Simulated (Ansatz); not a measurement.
The cluster SiAu4, relaxed as a singlet with RKS r2SCAN-D4/def2-SVP in Ansatz, starting from the GFN1-xTB geometry. Force threshold 0.02 eV/Å.

In the def2 sets Au takes a core potential; there is no spin–orbit coupling. The structure comes from a short search, and lower isomers may exist.

Start:

Cartesian coordinates in Å:
```
Au 2.000 -0.457 -0.578
Au -1.426 0.581 -1.475
Au -0.465 0.246 2.063
Au -0.461 -1.548 -0.023
Si 0.352 1.177 0.013
```

Task: Estimate the energy that the relaxation releases and the steps that it takes.

Result: 0.07 eV, in 5 steps; 26 s on 4 threads of Intel Xeon Platinum 8259CL on a shared host. No frequencies were taken in this run, so the end may be a saddle point.

Task: Does the start keep its bonding and symmetry?

Result: By distances, no bond broke or formed. The bond that changes most is Au4–Si5, from 2.84 to 2.61 Å (atoms count from 1). Point group C3v at the start, C3v at the end, both within 0.05 Å.

Task: Predict the relaxed structure.

Result: 
```xyz
5

Au    2.065   -0.418   -0.597
Au   -1.444    0.644   -1.515
Au   -0.463    0.301    2.119
Au   -0.453   -1.513   -0.021
Si    0.295    0.985    0.013
```
Bond lengths (bridged metal pairs left out): 4 × Au–Si 2.34 to 2.61 Å; 3 × Au–Au 2.81 Å.
